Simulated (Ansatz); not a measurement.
Cartesian coordinates in Å:
```
N -0.587 -1.397 0.040
Hf 0.059 0.482 0.304
O 0.963 0.917 -1.301
Br -1.920 1.984 0.715
Br 1.587 0.555 2.304
H -1.112 -1.933 0.718
H -0.442 -1.959 -0.787
H 1.453 1.352 -1.993
```

Charge 0, multiplicity 1. Hf: def2 effective core potential.

Question: List the CAM-B3LYP/def2-TZVPP orbital energies in eV (Ansatz 0.2.0). (An estimate is asked.)

Answer: The calculation gave: Occupied: -13140.44, -13140.44, -1701.94, -1701.94, -1533.66, -1533.66, -1533.65, -1533.65, -1533.65, -1533.65, -523.13, -391.26, -238.02, -238.02, -178.85, -178.85, -178.79, -178.79, -178.79, -178.79, -73.21, -73.21, -73.19, -73.19, -73.18, -73.18, -73.13, -73.13, -73.13, -73.13, -70.59, -39.24, -38.86, -38.81, -29.15, -24.95, -22.67, -22.52, -16.45, -15.40, -12.88, -12.10, -11.95, -11.10, -10.71, -10.20, -10.19, -9.91, -9.57, -9.14. Lowest empty: 0.02, 0.38, 0.66, 0.71, 1.13, 1.13, 1.89, 2.61.
